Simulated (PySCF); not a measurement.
## C5H7O2P: core ionisation energies

Compound: C5H7O2P.
Atom-mapped SMILES: `[CH3:1][O:2][c:3]1[cH:4][p:5][c:6]([CH3:7])[o:8]1`

Method: PySCF 2.14.0, delta-SCF UKS SCAN, pcX-2 on the ionised atom, pcseg-1 elsewhere, spin-free X2C. Binding energies are ΔSCF values: E(core-ionised, relaxed orbitals) − E(ground state) at a fixed geometry, referred to the vacuum level.

Question: List the computed XPS lines with their assignment.

Answer: 
```tsv
atom(s)	environment	level	binding energy (eV)	2p1/2 (eV)	above the level's lowest (eV)	count
C1	methoxy carbon	C 1s	292.75	–	+3.10	1
O2	aryl ether oxygen	O 1s	539.40	–	0.00	1
C3	aromatic carbon bearing oxygen	C 1s	293.23	–	+3.58	1
C4	aromatic CH carbon	C 1s	289.65	–	0.00	1
P5	phosphorus bonded to 2 C	P 2p3/2	135.68	136.57	0.00	1
P5	phosphorus bonded to 2 C	P 1s	2149.22	–	0.00	1
C6	substituted aromatic carbon	C 1s	291.21	–	+1.56	1
C7	benzylic-type carbon	C 1s	291.04	–	+1.39	1
O8	furan-type oxygen	O 1s	539.95	–	+0.55	1
```

Lowest listed C 1s: C4, bonded to C (aromatic in the SMILES), H and P (aromatic in the SMILES). Highest, 3.58 eV above it: C3, bonded to O (aromatic in the SMILES), O and C (aromatic in the SMILES). Summing the Pauling electronegativity differences to the bonded atoms, each weighted by its formal bond order, gives -0.89 for the lowest site and +2.23 for the highest; no listed site has a larger sum than the highest. The smallest sum, -1.05, belongs to C7, 1.39 eV above the lowest.

The listed O 1s values span 0.55 eV, from O2 (bonded to 2 C) to O8 (bonded to 2 C (aromatic in the SMILES)).

Question: Which photon energy gives electrons from C 1s of C4 a kinetic energy of 200 eV, and what is their de Broglie wavelength?

Answer: hν = 289.65 + 200 = 489.65 eV, recoil neglected; λ = 12.264 Å/√(E/eV) = 0.87 Å.

Question: What is the longest wavelength that can ionise C 1s of C4 vertically?

Answer: λ = hc/E = 12398.42 eV Å / 289.65 eV = 42.805 Å.

Spin–orbit coupling isn't in the SCF: each 2p doublet comes from a relaxed spin-free hole plus a matrix of the shell (mean-field spin–orbit coupling and the ground-state 2p splitting), with 2p3/2 averaged over its two sublevels. 2p1/2 minus 2p3/2 (ligand field included): P 0.89 eV. The structure is a single PBE0-D3(BJ)/def2-SVP conformer in the gas phase; no vibrational or solvent corrections.

On an Intel Xeon 6975P-C with one thread, no GPU, on a shared host, this took 80 s of wall time and 0.59 GiB of memory at its peak.

Conformer computed: `[CH3:1][O:2][c:3]1[cH:4][p:5][c:6]([CH3:7])[o:8]1`: C1–O2–C3–C4 178°.
